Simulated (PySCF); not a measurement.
**The first ionisation energy along group 12**

All values are computed (PySCF 2.14, energy differences of UHF-based or UKS calculations, no spin-orbit coupling). Values in eV. The last column holds reference values (NIST; (s) semi-empirical, (t) theoretical, else measured). Unmarked ones compare directly (S terms, centres of terms, or small fine structure); those marked * lie between the lowest fine-structure levels and include a spin-orbit shift.

```tsv
element	configurations	UHF	PBE	r2SCAN	SCS-MP2 (valence)	CCSD(T) (valence)	CCSD(T) (valence and next inner shell)	reference
Zn (x2c-TZVPPall with one added diffuse shell each of s, p, d, f type, spin-free X2C)	[Ar] 3d10 4s2 → [Ar] 3d10 4s1	7.789	9.623	9.426	9.192	9.329	9.343	9.394
Cd (x2c-TZVPPall with one added diffuse shell each of s, p, d, f type, spin-free X2C)	[Kr] 4d10 5s2 → [Kr] 4d10 5s1	7.332	9.044	8.851	8.813	8.824	8.882	8.994
Hg (x2c-TZVPPall with one added diffuse shell each of s, p, d, f type, spin-free X2C)	[Xe] 4f14 5d10 6s2 → [Xe] 4f14 5d10 6s1	8.517	10.490	10.409	10.299	10.229	10.300	10.438
```

```tsv
method	elements	mean error (eV)	mean absolute error (eV)	largest error (eV)
UHF	3	-1.729	1.729	-1.921
PBE	3	0.111	0.111	0.229
r2SCAN	3	-0.047	0.068	-0.143
SCS-MP2 (valence)	3	-0.174	0.174	-0.203
CCSD(T) (valence)	3	-0.148	0.148	-0.208
CCSD(T) (valence and next inner shell)	3	-0.100	0.100	-0.137
```

Errors include the incompleteness of the basis and the frozen core.

"Valence" correlates the outer s and p shells and, in groups 3 to 12 and the f block, the outer d or f shell, open or full, or the next shell where the ion has no valence electron left; the wider scheme adds the next inner shell.
